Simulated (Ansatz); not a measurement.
Mulliken charges of `C=C[Si](F)F` radical from r2SCAN/def2-TZVPP in Ansatz (PBE0-D4/def2-TZVP geometry).

| atom | x (Å) | y (Å) | z (Å) | charge (e) |
| --- | --- | --- | --- | --- |
| C1 | -1.126 | -0.645 | 0.132 | -0.122 |
| C2 | -0.018 | -0.379 | -0.557 | -0.213 |
| Si3 | 1.439 | 0.446 | 0.223 | 0.677 |
| F4 | 0.971 | 1.111 | 1.596 | -0.300 |
| F5 | 1.967 | 1.625 | -0.714 | -0.300 |
| H6 | -1.240 | -0.345 | 1.170 | 0.092 |
| H7 | -1.969 | -1.163 | -0.316 | 0.087 |
| H8 | 0.067 | -0.708 | -1.590 | 0.080 |

Q: By hand: the dipole of these point charges (1 e Å = 4.8032 D).

A: Σ q r = (-0.046, -0.549, -0.058) e Å, of length 0.554 e Å = 2.66 D.

Q: How does the dipole of the full density compare? (An estimate is asked.)

A: Computed: (-0.243, -0.355, -0.114) e Å, 2.14 D; the point charges give 1.24 times that, at 30° from its direction.

Point charges leave out the atoms' own dipoles, such as those of lone pairs, and Mulliken's split depends on the basis, so the two needn't agree.
